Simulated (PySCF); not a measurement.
Compound: C₄H₅OSi (charge -1).
Z-matrix (Å and degrees, PBE/6-31+G* geometry), rows numbered from 1:
```
Si
C   1  1.9642
C   2  1.3894  1  137.31
C   3  1.4363  2  108.99  1   179.85
C   4  1.3766  3  105.55  2     0.03
O   5  1.3674  4  110.26  3    -0.03
H   1  1.5590  2   94.21  3   -44.70
H   1  1.5589  2   94.43  3    48.73
H   3  1.0910  2  124.17  1    -0.15
H   4  1.0932  3  128.12  2  -179.99
H   5  1.0902  4  133.76  3  -179.97
```

Method used: PBE/6-31+G* geometry optimisation, gas phase in PySCF.

Take the most abundant isotopes and a rigid rotor. The values belong to one conformer with, in the numbering `[SiH2-:1][c:2]1[cH:3][cH:4][cH:5][o:6]1`, H–Si1–C2–C3 -45° and 49°.

Task: Give the principal moments of inertia and the rotational constants in cm⁻¹.

Result: Ia = 59.46, Ib = 263.94, Ic = 318.24 u·Å²; 505379 MHz·u·Å²/I gives 8500, 1915 and 1588 MHz, that is A = 0.28353, B = 0.06387, C = 0.05297 cm⁻¹.

Task: Classify the top.

Result: A near-prolate asymmetric top. Ray's parameter κ = (2B − A − C)/(A − C) = -0.905; −1 is the prolate and +1 the oblate limit.

Task: What does the inertial defect say?

Result: Not planar: Δ = Ic − Ia − Ib = -5.16 u·Å². For a rigid frame Δ = −2 Σ m c², so Σ m c² = 2.58 u·Å² lies off the ab plane, practically all of it from hydrogen. The atom farthest from that plane is 1.16 Å away.

Task: Give the other two planar moments, Paa and Pbb, and the rms extents of the mass along the axes.

Result: Paa = Σ m a² = (Ib + Ic − Ia)/2 = 261.36 and Pbb = Σ m b² = (Ia + Ic − Ib)/2 = 56.88 u·Å². With the mass M = 97.01 u, the rms extents √(P/M) along a, b and c are 1.64, 0.77, 0.16 Å.

Task: Give the coordinates in the principal-axis frame, origin at the centre of mass.

Result: The sense of each axis is arbitrary; atoms in the order of the calculation.
```csv
atom,mass (u),a (Å),b (Å),c (Å)
Si1,27.977,2.187,-0.072,-0.003
C2,12.000,0.234,0.139,0.000
C3,12.000,-0.681,1.185,0.001
C4,12.000,-2.011,0.643,0.000
C5,12.000,-1.852,-0.724,0.000
O6,15.995,-0.523,-1.047,0.000
H7,1.008,2.417,1.014,-1.098
H8,1.008,2.418,0.936,1.164
H9,1.008,-0.405,2.240,0.002
H10,1.008,-2.960,1.185,0.000
H11,1.008,-2.547,-1.564,-0.001
```

Task: Predict some low-J microwave lines.

Result: The dipole components (about the centre of mass, as the species is charged) are |μa| = 7.77 D, |μb| = 0.79 D, |μc| = 0.02 D. The squared components, which scale the intensities, stand as 1.00 : 0.01 : 0.00 (a : b : c). Some lines, for components of 0.1 D or more:

```csv
type,branch,"J(Ka,Kc)",MHz,lower level (cm⁻¹)
a,Q,"1(1,0) ← 1(1,1)",327,0.337
b,R,"2(0,2) ← 1(1,1)",408,0.337
a,R,"2(1,2) ← 1(1,1)",6679,0.337
b,Q,"1(1,0) ← 1(0,1)",6912,0.117
b,Q,"3(1,2) ← 3(0,3)",7780,0.699
a,R,"3(1,3) ← 2(1,2)",10011,0.559
b,R,"2(1,2) ← 1(0,1)",13264,0.117
b,Q,"3(2,1) ← 3(1,2)",19333,0.959
b,Q,"2(2,0) ← 2(1,1)",19768,0.592
b,Q,"2(2,1) ← 2(1,2)",20736,0.559
b,R,"2(2,1) ← 1(1,0)",27088,0.347
b,R,"3(2,2) ← 2(1,1)",30264,0.592
b,R,"3(2,1) ← 2(1,2)",31303,0.559
b,Q,"3(3,0) ← 3(2,1)",33692,1.603
b,Q,"3(3,1) ← 3(2,2)",33750,1.601
b,R,"3(3,1) ← 2(2,0)",44247,1.251
b,R,"3(3,0) ← 2(2,1)",44259,1.251
```

No PBE/6-31+G* frequencies stand behind this structure, so it isn't proved a minimum. Geometry: PBE/6-31+G*, one conformer, isolated ion. These are rigid-rotor constants of the computed structure; measured ground-state constants (B0) also hold zero-point vibration.
